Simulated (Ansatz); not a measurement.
`C1OC[SiH2]1` and `FC1OC[SiH2]1` differ in one atom or group.

Ansatz, PBE0-D4/def2-TZVP geometries, multiplicity 1. 

```json
{"property": "size of the dipole moment (PBE/def2-TZVPP) / D", "`C1OC[SiH2]1`": "1.23"}
{"property": "LUMO energy (ωB97M-V/def2-TZVPP) / eV", "`C1OC[SiH2]1`": "1.52"}
{"property": "HOMO energy (PBE0/def2-TZVPP) / eV", "`C1OC[SiH2]1`": "-7.28"}
{"property": "HOMO–LUMO gap (PBE0/def2-TZVPP) / eV", "`C1OC[SiH2]1`": "7.21"}
{"property": "HOMO energy (PBE/def2-TZVPP) / eV", "`C1OC[SiH2]1`": "-5.72"}
{"property": "HOMO–LUMO gap (B3LYP/def2-TZVPP) / eV", "`C1OC[SiH2]1`": "6.72"}
```

**Question.** What does the change do to each property? (Estimate.)

**Answer.** Ansatz gave: 
| property | `FC1OC[SiH2]1` | shift |
| --- | --- | --- |
| size of the dipole moment (PBE/def2-TZVPP) / D | 2.14 | 0.91 |
| LUMO energy (ωB97M-V/def2-TZVPP) / eV | 1.29 | -0.23 |
| HOMO energy (PBE0/def2-TZVPP) / eV | -8.02 | -0.74 |
| HOMO–LUMO gap (PBE0/def2-TZVPP) / eV | 7.68 | 0.47 |
| HOMO energy (PBE/def2-TZVPP) / eV | -6.59 | -0.87 |
| HOMO–LUMO gap (B3LYP/def2-TZVPP) / eV | 7.22 | 0.50 |

With PBE0 the HOMO falls by 0.74 eV and the LUMO falls by 0.26 eV, so the gap widens by about 0.48 eV. PBE moves the HOMO by -0.87 eV and ωB97M-V by -0.66 eV. Dipoles are sizes alone; their direction can turn.

B3LYP here is the variant with VWN-RPA as its local correlation; programs differ in this.
